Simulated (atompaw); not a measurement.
**Pt: one change to a PAW (atompaw) potential, before and after**

* Element: Pt (Z = 78)
* Generator: atompaw 4.2.0.5
* Type: PAW
* Functional: LDA (PW92)
* Relativity: scalar-relativistic
* Frozen core: [Kr] 4d10 4f14
* Valence charge: 18
* Reference configuration: 5s2 5p6 5d9 6s1 6p0
* Partial waves: 5s (bound): rc 1.65 bohr; 6s (bound): rc 1.80 bohr; 5p (bound): rc 1.20 bohr; 6p (bound, empty): rc 1.80 bohr; 5d (bound): rc 1.50 bohr; 5d channel at 1.65 Ry: rc 1.50 bohr
* Local potential: bessel scheme, radius 1.70 bohr
* Core correction: smooth core density matched at 1.50 bohr
* Augmentation charge: sinc compensation charge, radius 1.45 bohr; PAW radius 1.80 bohr; waves and projectors: modrrkj vanderbiltortho

All-electron outer shells of the reference configuration (LDA (PW92), scalar-relativistic, ld1.x):

```tsv
shell	level (eV)	outermost node (bohr)	outermost maximum (bohr)
4d	-306.78	0.20	0.42
5s	-102.20	0.49	0.87
4f	-70.50	–	0.38
5p	-56.29	0.53	0.98
5d	-6.38	0.57	1.26
6s	-5.96	1.14	2.38
6p	-0.96	1.36	3.55
```

Change: augmentation sinc compensation charge, radius 1.45 bohr; PAW radius 1.80 bohr; waves and projectors: custom rrkj gramschmidtortho.

Cutoffs: the cutoffs (Ry, on a coarse ladder) from which the occupation-weighted sum of valence levels, in a spherical-Bessel basis at the reference potential, stays within 10 and 1 mRy of its value at 400 Ry; they do not see the model core or the augmentation charge, which bear on the density cutoff.

Task: What does the change do?

Result: The potential gets harder (45 Ry and 70 Ry → 55 Ry and 110 Ry); the range in which the d phases agree widens (upper end -0.3 → at the end of the scan); neither file shows a bound ghost.

```tsv
quantity	base	changed
cutoff, loose	45 Ry	55 Ry
cutoff, tight	70 Ry	110 Ry
loose cutoff by channel (10 mRy a level)	s 18 Ry, p 30 Ry, d 30 Ry	s 30 Ry, p 45 Ry, d 40 Ry
bound ghosts	none	none
s: phases at 1.80 bohr within 0.05 rad from the reference energy up to (Ry; the scan ends near 5)	to the end of the scan	to the end of the scan
p: phases at 1.80 bohr within 0.05 rad from the reference energy up to (Ry; the scan ends near 5)	to the end of the scan	4.3
d: phases at 1.80 bohr within 0.05 rad from the reference energy up to (Ry; the scan ends near 5)	-0.3	to the end of the scan
lowest overlap eigenvalue by channel	s 0.79, p 0.73, d 0.02	s 0.11, p 0.04, d 0.91
```

 The cutoffs see the waves, projectors and local potential, not the compensation charge or the core.
